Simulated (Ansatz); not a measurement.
The lowest singlet and triplet of OS (SMILES O=S); geometries from B3LYP-D3(BJ)/def2-TZVP, each state relaxed from the structure named, with no frequency check, low spin by broken symmetry.
Singlet (charge 0, multiplicity 1):
```xyz
2

O      0.0000     0.0000    -0.9930
S      0.0000     0.0000     0.4965
```

A positive gap puts the triplet lower; no zero-point energy. R- takes a restricted singlet, here one determinant of a half-filled degenerate or near-degenerate pair, which mixes singlet states. U- takes an unrestricted singlet (broken symmetry where lower, unprojected). The triplet is unrestricted in single-reference levels. Active spaces average the two states.

Cores are frozen in the correlated methods.

The values were computed with Ansatz (Gaussian basis) for Hartree–Fock, density functionals and correlated methods. Each number belongs to the level named beside it.

| level | gap E(singlet) − E(triplet), vertical, at the singlet's geometry (kcal/mol) |
|---|---|
| U-SVWN5/def2-TZVPP (spin-contaminated) | 7.78 |
| R-PBE/def2-TZVPP | 28.73 |
| R-wB97X-V/def2-TZVPP | 27.69 |
| U-B2PLYP/def2-TZVPP (spin-contaminated) | 7.33 |
| R-MP2/cc-pV(T+d)Z | 23.84 |
| SA-CASSCF(12,8)/cc-pV(D+d)Z | 17.60 |
| FIC-NEVPT4(SD) on SA-CASSCF(12,8)/cc-pV(D+d)Z | 18.80 |
| FIC-NEVPT4(SD) on SA-CASSCF(12,8)/cc-pV(Q+d)Z | (withheld) |
| FIC-MRCISD+Q on SA-CASSCF(12,8)/cc-pV(T+d)Z | 17.69 |

Task: Complete the blanks.

Result: 
- FIC-NEVPT4(SD) on SA-CASSCF(12,8)/cc-pV(Q+d)Z, gap E(singlet) − E(triplet), vertical, at the singlet's geometry (kcal/mol): 17.23

Doubts at one or more of the structures used: a restricted determinant that unrestricted orbitals would lower (R-PBE/def2-TZVPP, R-wB97X-V/def2-TZVPP, R-MP2/cc-pV(T+d)Z).

Ansatz is an electronic-structure program.
